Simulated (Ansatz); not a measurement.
FH$_{6}$NOSiSn, SMILES `N[SiH](F)[O][SnH3]`, relaxed with RKS PBE0-D4/def2-TZVP in Ansatz 0.2.0 from a PBE-D4/def2-SVP geometry. The force threshold is 0.005 eV/Å; the program also tests the step.

Charge 0, multiplicity 1. Sn: def2 effective core potential.

Start:

```xyz
11

N     0.352   -0.151    1.538
Si    1.095   -0.870    0.135
F     2.457    0.020   -0.064
O     0.056   -0.727   -1.136
Sn   -1.260    0.828   -1.189
H    -0.407   -0.646    2.015
H     0.953    0.318    2.222
H     1.517   -2.301    0.228
H    -2.550    0.462   -0.102
H    -0.434    2.294   -0.813
H    -1.777    0.772   -2.835
```

(1) How much energy does the relaxation release, and in how many steps? (An estimate is asked.)

(2) Which bonds change most? (Best estimate.)

(3) Give the relaxed structure. (An estimate is asked.)

## Answers

(1) Ansatz gave: 0.13 eV, in 13 steps, 1 of them rejected.

(2) The calculation gave: O4–Sn5 from 2.038 to 1.978 Å; Si2–F3 from 1.639 to 1.599 Å; Si2–O4 from 1.648 to 1.610 Å; N1–Si2 from 1.743 to 1.710 Å.

(3) Computed: 
```xyz
11

N     0.430   -0.234    1.639
Si    1.072   -0.823    0.167
F     2.378    0.072   -0.062
O    -0.006   -0.641   -1.014
Sn   -1.285    0.848   -1.262
H    -0.376   -0.670    2.057
H     1.052    0.131    2.343
H     1.524   -2.229    0.153
H    -2.562    0.569   -0.169
H    -0.461    2.307   -0.967
H    -1.766    0.670   -2.883
```
